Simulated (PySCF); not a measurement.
**Frontier orbitals and the lowest excitations**

AsH2(SMe), CH5AsS.
Cartesian coordinates in Å at the PBE0-D3(BJ)/def2-SVP level; atoms count from 1:
```xyz
8
CH5AsS angstrom
As     0.7821    1.5415    0.0781
H      2.0760    1.5499   -0.7330
H      0.1745    2.6362   -0.7926
S     -0.1991   -0.1638   -1.0077
C     -0.6315   -1.2125    0.4108
H      0.2589   -1.5519    0.9583
H     -1.1374   -2.0924   -0.0126
H     -1.3235   -0.7069    1.0987
```

The calculation used PySCF 2.14.0, density-fitted response routines, TDDFT CAM-B3LYP/def2-SVPD, vertical, gas phase, core orbitals frozen in the response. Relativistic effects, spin–orbit coupling among them, are left out although an element past zinc is present.

Frontier orbitals with the atoms that hold most of them (Löwdin shares over 4%, at most four atoms; ? is withheld):

```tsv
orbital	ε (eV)	atoms
LUMO+2	1.37	As1 57%, H3 14%, H2 12%, S4 10%
LUMO+1	1.07	As1 37%, S4 21%, H2 12%, H3 12%
LUMO	?	?
HOMO	-8.07	S4 71%, C5 11%, As1 8%
HOMO-1	-8.80	?
HOMO-2	-10.73	As1 34%, S4 29%, C5 13%, H3 8%
HOMO-3	-11.82	S4 37%, C5 23%, As1 19%, H3 8%
```

Give the leading atoms of the HOMO-1.

As1 (bonded to S and 2 H) 53%; S4 (bonded to As and C) 30%; H3 (bonded to As) 6%; H2 (bonded to As) 5%. By element: arsenic 53%, sulfur 30%, hydrogen 12% or more.

Give the leading atoms of the LUMO.

As1 (bonded to S and 2 H) 45%; S4 (bonded to As and C) 34%; H2 (bonded to As) 7%; H3 (bonded to As) 6%. By element: arsenic 45%, sulfur 34%, hydrogen 13% or more.

What is the LUMO energy, and the HOMO–LUMO gap?

ε(LUMO) = 0.25 eV; the gap is 8.31 eV (0.3055 hartree).

How does S1 compare with the orbital gap of 8.31 eV?

S1 is at 4.69 eV (f = 0.0042), 3.62 eV below the gap, made of HOMO→LUMO (96%). Without the coupling terms of the response equations the lowest excitation would equal the gap.

One configuration dominates each of S1, S2 and S6. Which, and how do the shares of the two leading atoms of either orbital change from the occupied to the empty one?

- S1 (4.69 eV, f 0.0042), HOMO→LUMO (96%): S4 71% → 34%, C5 11% → at most 7%, As1 8% → 45%
- S2 (5.84 eV, f 0.132), HOMO-1→LUMO (85%): As1 53% → 45%, S4 30% → 34%
- S6 (6.72 eV, f 0.064), HOMO-1→LUMO+1 (94%): As1 53% → 37%, S4 30% → 21%

One conformer stands for the species.
